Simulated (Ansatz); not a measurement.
Relaxation of C3H9F2NSi (16 atoms, charge 0, multiplicity 1), to a largest force component of 0.02 eV/Å in at most 40 steps.

Theory: RKS B3LYP-D4/STO-3G (Ansatz).

```xyz
16
Properties=species:S:1:pos:R:3
Si 0.000 0.000 0.000
N 0.000 0.000 1.820
C -1.216 -0.376 2.555
H -1.864 -1.000 1.905
H -0.938 -0.953 3.461
H -1.766 0.540 2.855
C 1.216 0.376 2.555
H 1.464 -0.416 3.292
H 2.058 0.494 1.842
H 1.046 1.335 3.087
C 1.763 0.000 -0.623
H 2.111 -1.046 -0.751
H 1.812 0.528 -1.598
H 2.415 0.519 0.111
F -0.749 1.297 -0.529
F -0.749 -1.297 -0.529
```

**Question.** Where does it end, and by what steps?

**Answer.** It converged. The force dipped under the threshold on the way, but the program's further checks kept it going. Limits of this set-up: minimal basis. After 16 steps the energy has fallen by 0.433 eV; H14 moved furthest, 0.67 Å.

| step | energy less start (eV) | largest force component (eV/Å) | accepted |
| --- | --- | --- | --- |
| 0 | 0.0000 | 3.669 | yes |
| 1 | -0.3059 | 1.581 | yes |
| 2 | -0.3704 | 0.465 | yes |
| 3 | -0.3940 | 0.185 | yes |
| 4 | -0.4037 | 0.152 | yes |
| 5 | -0.4056 | 0.319 | yes |
| 6 | -0.4188 | 0.207 | yes |
| 7 | -0.4219 | 0.173 | yes |
| 8 | -0.4280 | 0.158 | yes |
| 9 | -0.4274 | 0.264 | no |
| 10 | -0.4305 | 0.051 | yes |
| 11 | -0.4310 | 0.204 | yes |
| 12 | -0.4326 | 0.055 | yes |
| 13 | -0.4330 | 0.027 | yes |
| 14 | -0.4333 | 0.018 | yes |
| 15 | -0.4334 | 0.033 | yes |
| 16 | -0.4334 | 0.013 | yes |

```xyz
16
Properties=species:S:1:pos:R:3
Si 0.046 0.069 0.057
N 0.136 -0.315 1.768
C -1.155 -0.471 2.500
H -1.883 -0.985 1.846
H -1.008 -1.090 3.406
H -1.603 0.494 2.826
C 1.176 0.336 2.614
H 1.334 -0.252 3.538
H 2.134 0.375 2.067
H 0.915 1.373 2.923
C 1.762 0.003 -0.697
H 2.313 -0.875 -0.339
H 1.710 -0.056 -1.791
H 2.348 0.895 -0.441
F -0.647 1.521 -0.225
F -0.973 -1.023 -0.600
```

Whether the end is a true minimum wasn't checked by a vibrational analysis.

The run took 86 s on 1 thread of Arm Neoverse V1 (shared host), peak memory 0.16 GiB.
